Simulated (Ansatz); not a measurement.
Consider the formal loss of a carbene: `[CH3][Ge]([NH2])([NH2])[NH2]` → `[CH2]` (triplet) + `[NH2][GeH]([NH2])[NH2]`.

Calculated with Ansatz (gas phase, PBE0-D4/def2-TZVP geometries, no zero-point term in ΔE). CBS: MP2 limit from def2 TZ/QZ plus the TZ coupled-cluster correction, frozen cores. This one scheme is used for every species. DFT in def2-TZVPP. Triplets are unrestricted, without spin–orbit coupling. For Ge outer-core shells are correlated without core-valence functions, which leaves a few kJ/mol of doubt a bond. Scalar relativity is left out up to krypton. Each species was taken in one conformer, which may not be the lowest.

`[CH3][Ge]([NH2])([NH2])[NH2]`:

Z-matrix (Å, degrees):
```
C
Ge 1 1.946
H 1 1.090 2 110.0
H 1 1.091 2 110.0 3 120.2
H 1 1.092 2 110.8 3 -119.9
N 2 1.840 1 106.9 3 54.7
N 2 1.840 1 106.9 3 -175.0
N 2 1.829 1 119.5 3 -60.1
H 6 1.011 2 114.5 1 177.5
H 6 1.010 2 115.7 1 49.3
H 7 1.011 2 114.5 1 -177.5
H 7 1.010 2 115.7 1 -49.3
H 8 1.009 2 115.0 1 64.5
H 8 1.009 2 115.0 1 -64.5
```

`[CH2]` (triplet):

Cartesian coordinates in Å:
```
C 0.204 -0.007 -0.186
H -0.402 0.882 -0.270
H 0.198 -0.875 0.456
```

`[NH2][GeH]([NH2])[NH2]`:

Cartesian coordinates in Å:
```
N -0.951 1.258 0.734
Ge -0.103 -0.309 0.297
N -0.316 -0.591 -1.502
N 1.719 -0.296 0.457
H -1.847 1.161 1.186
H -1.011 1.945 -0.004
H -0.646 -1.366 1.283
H 0.199 -1.381 -1.865
H -1.272 -0.641 -1.822
H 2.057 -0.145 1.397
H 2.170 0.365 -0.160
```

(1) Is it downhill or uphill in electronic energy at CCSD(T)/CBS, and by how much? (An estimate is asked.)

(2) What do these levels give: B97M-V, CAM-B3LYP-D4, revPBE, PBE0, r2SCANh, RPA@PBE/def2-TZVPP? (Best estimate.)

Largest T1 diagnostic among the species: 0.011.

Results:

(1) Computed: Uphill: ΔE = +478.9 kJ/mol.

(2) Computed: B97M-V 472.1, CAM-B3LYP-D4 471.8, revPBE 448.5, PBE0 466.3, r2SCANh 450.7, RPA@PBE/def2-TZVPP 461.0 kJ/mol.

The D4 term adds +12.2 kJ/mol with B3LYP and +6.8 kJ/mol with PBE0; it sums over pairs of atoms, weighted by their polarisabilities, and B3LYP, whose exchange is more repulsive, gets the larger term. In def2-TZVPP, CCSD(T) changes the Hartree–Fock value by +145.0 kJ/mol (the triples alone add +11.9 kJ/mol) and MP2 by +160.5 kJ/mol.

B3LYP here is the variant with VWN-RPA as its local correlation; programs differ in this.
